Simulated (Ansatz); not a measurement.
C2H8BFSi can be A, `BC(C)(F)[SiH3]`, or B, `CB(C)[SiH2]F`.

Gas-phase electronic energies from Ansatz, PBE0-D4/def2-TZVP geometries. CBS: MP2 limit from def2 TZ/QZ plus the TZ coupled-cluster correction, frozen cores. Functionals use def2-TZVPP. B3LYP here is the variant with VWN-RPA as its local correlation; programs differ in this. One conformer a species, not always the lowest.

Problem. Which isomer does CCSD(T)/CBS put lower? Give the gap. (Best estimate.)

Solution. The calculation gave: B, by 62.7 kcal/mol.

Problem. Give E(B) − E(A) in kcal/mol with B2PLYP, B3LYP-D4, MP2/def2-TZVPP, PBE0-D4, CCSD(T)/def2-SVP, LDA (SPW92), ωB97M-V. (An estimate is asked.)

Solution. Computed: B2PLYP -62.7, B3LYP-D4 -61.2, MP2/def2-TZVPP -63.3, PBE0-D4 -60.8, CCSD(T)/def2-SVP -57.2, LDA (SPW92) -56.4, ωB97M-V -60.1. None reverses the order clearly.

Problem. Does the order hold for the free energy at 298.15 K (harmonic terms from PBE0-D4)? (Best estimate.)

Solution. Ansatz gave: Yes: G(B) − G(A) = -61.7 kcal/mol, for one conformer each. Modes under 60 cm⁻¹, often nearly free rotors, make the harmonic entropy too high.

Largest T1 diagnostic: 0.013.

In def2-TZVPP, CCSD(T) changes the Hartree–Fock value by +4.4 kcal/mol (the triples alone add +1.3 kcal/mol) and MP2 by +2.7 kcal/mol. From r2SCAN to r2SCAN0 (25 % exact exchange), in def2-TZVPP and without D4, E(B) − E(A) moves by −1.3 kcal/mol.
